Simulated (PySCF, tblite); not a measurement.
Isomers of C6H7Cl. Calculated harmonic vibrations of the isolated species, GFN2-xTB (tblite), most abundant isotopes, no scaling. Against measured fundamentals such values can be off by several per cent, at times by over 20. One conformer each.

Electronic energies: PBE0/pcSseg-1 single points on the GFN2-xTB geometries (PySCF, gas phase).

```json
{"SMILES": "C=C/C=C\\C(=C)Cl", "electronic energy, lowest = 0 (kJ/mol)": "0.0"}
{"SMILES": "C=CC(=C)/C=C/Cl", "electronic energy, lowest = 0 (kJ/mol)": "9.1"}
{"SMILES": "CC#C/C(C)=C/Cl", "electronic energy, lowest = 0 (kJ/mol)": "27.9"}
{"SMILES": "Cl/C=C/CC1=CC1", "electronic energy, lowest = 0 (kJ/mol)": "130.7"}
```

Q: How do GFN2-xTB zero-point energies change the relative energies?

A: 
```csv
SMILES,ZPE (kJ/mol),of it from modes above 1550 cm⁻¹,electronic (kJ/mol),"with ZPE, lowest = 0 (kJ/mol)",lowest mode (cm⁻¹),rings
C=C/C=C\C(=C)Cl,279.1,159.0,0.0,0.0,4,0
C=CC(=C)/C=C/Cl,278.9,159.4,9.1,8.9,87,0
CC#C/C(C)=C/Cl,277.9,150.8,27.9,26.8,31,0
Cl/C=C/CC1=CC1,279.3,148.7,130.7,131.0,44,1
```

The zero-point energies span 1.4 kJ/mol, from `CC#C/C(C)=C/Cl` to `Cl/C=C/CC1=CC1`. The order is unchanged.

Q: And how do the electronic energies of GFN2-xTB itself compare?

A: `C=C/C=C\C(=C)Cl` 15.8; `C=CC(=C)/C=C/Cl` 22.7; `CC#C/C(C)=C/Cl` 0.0; `Cl/C=C/CC1=CC1` 120.4 kJ/mol, lowest = 0. Against the energies above, taken from the same isomer `C=C/C=C\C(=C)Cl`, the largest difference is 43.7 kJ/mol.
